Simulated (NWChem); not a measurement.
System: C$_{3}$H$_{7}$NSi; SMILES [SiH3]N1C=CC1

Input file for NWChem:

```
start job
memory heap 200 mb stack 900 mb global 1100 mb
geometry units angstroms noautoz
  Si    -0.021026    -1.707092    -0.034824
  N     -0.026658     0.012429     0.214502
  C     -0.980733     1.026800     0.030951
  C     -0.107813     2.044210    -0.125637
  C      1.018182     1.048711     0.026318
  H      1.174251    -2.260804     0.666887
  H     -1.283073    -2.245439     0.553159
  H      0.045167    -2.145578    -1.469672
  H     -2.066941     0.899216     0.054160
  H     -0.167372     3.122286    -0.245438
  H      1.643275     0.883075    -0.867865
  H      1.663643     1.163219     0.913164
end
basis spherical
  * library cc-pvdz
end
dft
  xc b3lyp
  iterations 150
  mulliken
end
task dft energy
```

Coordinates come from a PBE0/def2-SVP optimisation. Not confirmed as a minimum by frequencies.

**Question.** What results follow from this input? (B3LYP/cc-pVDZ.) Quantities: basis functions; energy (Ha); highest occupied level (eV); orbital gap (eV); dipole (D).

**Answer.** 
```json
{
 "number_of_basis_functions": "109",
 "energy (Ha)": "-462.73",
 "highest occupied level (eV)": "-5.52",
 "orbital gap (eV)": "6.14",
 "dipole (D)": "0.35"
}
```
